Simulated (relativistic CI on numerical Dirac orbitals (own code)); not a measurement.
## Energy levels of Rh⁴¹⁺

Calculated at this level of theory: Dirac-Coulomb-Breit CI, separate exchange-only KLI orbitals for each configuration, model QED (radiative potential, 1s self-energy scaled to tabulated hydrogen-like ionisation energies), unscaled Slater integrals (own radial code, finite nucleus).

CI space (outside the closed core 1s2): 2s², 2s2p, 2p², 2p3s, 2p3p, 2s3s, 2s3p, 2s3d, 2s4s, 2s4p, 2s4d, 2s4f, 2s5s, 3s², 2s5p, 2s5d, 2s5f, 2s5g, 3s3p, 3p². Levels of other configurations are missing.

| No. | Configuration | Term | J | E (eV) | % | Landé g | Lifetime (s) |
| --- | --- | --- | --- | --- | --- | --- | --- |
| 1 | 2s² | ¹S | 0 | 0.00 | 97 |  |  |
| 2 | 2s2p | ³P° | 0 | 82.13 | 100 |  |  |
| 3 | 2s2p | ³P° | 1 | 99.26 | 82 | 1.391 | 8.89e-10 |
| 4 | 2p² | ³P | 0 | 237.65 | 75 |  | 3.34e-11 |
| 5 | 2s2p | ³P° | 2 | 247.49 | 100 | 1.487 | 5.39e-08 |
| 6 | 2s2p | ¹P° | 1 | 302.40 | 82 | 1.081 | 5.26e-12 |
| 7 | 2p² | ³P | 1 | 380.67 | 100 | 1.489 | 6.96e-12 |
| 8 | 2p² | ¹D | 2 | 394.09 | 60 | 1.188 | 9.12e-12 |
| 9 | 2p² | ³P | 2 | 554.14 | 60 | 1.286 | 4.52e-12 |
| 10 | 2p² | ¹S | 0 | 595.94 | 74 |  | 3.02e-12 |
| 11 | 2s3s | ³S | 1 | 3633.67 | 99 | 1.989 | 2.68e-14 |
| 12 | 2s3s | ¹S | 0 | 3650.58 | 98 |  | 5.09e-14 |
| 13 | 2s3p | ³P° | 0 | 3674.23 | 100 |  | 4.67e-12 |
| 14 | 2s3p | ³P° | 1 | 3675.01 | 68 | 1.328 | 2.02e-14 |
| 15 | 2s3p | ¹P° | 1 | 3718.10 | 48 | 1.200 | 1.33e-14 |
| 16 | 2s3p | ³P° | 2 | 3722.71 | 100 | 1.493 | 5.64e-12 |
| 17 | 2p3s | ³P° | 0 | 3738.53 | 100 |  | 4.80e-14 |
| 18 | 2s3d | ³D | 1 | 3739.97 | 90 | 0.506 | 3.58e-15 |
| 19 | 2s3d | ³D | 2 | 3745.17 | 89 | 1.142 | 4.19e-15 |
| 20 | 2p3s | ³P° | 1 | 3748.37 | 55 | 1.294 | 2.17e-14 |
| 21 | 2s3d | ³D | 3 | 3756.60 | 100 | 1.327 | 4.47e-15 |
| 22 | 2p3p | ³D | 1 | 3766.42 | 65 | 0.646 | 4.14e-14 |
| 23 | 2s3d | ¹D | 2 | 3768.43 | 89 | 1.014 | 5.19e-15 |
| 24 | 2p3p | ³P | 0 | 3789.87 | 72 |  | 1.20e-14 |
| 25 | 2p3p | ³P | 1 | 3822.50 | 45 | 1.479 | 1.55e-14 |
| 26 | 2p3p | ³D | 2 | 3824.00 | 58 | 1.163 | 1.49e-14 |
| 27 | 2p3s | ³P° | 2 | 3906.96 | 100 | 1.489 | 5.18e-14 |
| 28 | 2p3s | ¹P° | 1 | 3913.97 | 69 | 1.138 | 2.92e-14 |
| 29 | 2p3p | ³P | 1 | 3942.71 | 55 | 1.427 | 1.32e-14 |
| 30 | 2p3p | ³D | 2 | 3945.02 | 41 | 1.182 | 1.25e-14 |

Energies count from the lowest computed level; ° marks odd parity; lifetimes are radiative, by E1, M1, E2, M2 decay to levels of this space only; some are left blank where a channel outside the calculation adds to the decay or the decay crosses a small, uncertain gap.

The mean weight of the leading LS term, summed over parents, in these 30 levels is 79 %, and that of the leading jj configuration (from the same eigenvectors) 96 %, so jj coupling describes them better and the LS labels are nominal.

At this charge energies of transitions that change n are usually good to better than 1 %, and those within a shell (Δn = 0) to a few per cent.

LS names give the leading component of a level, which can be under half, so a name can repeat, a term be missing and a line seem to break the LS rules.
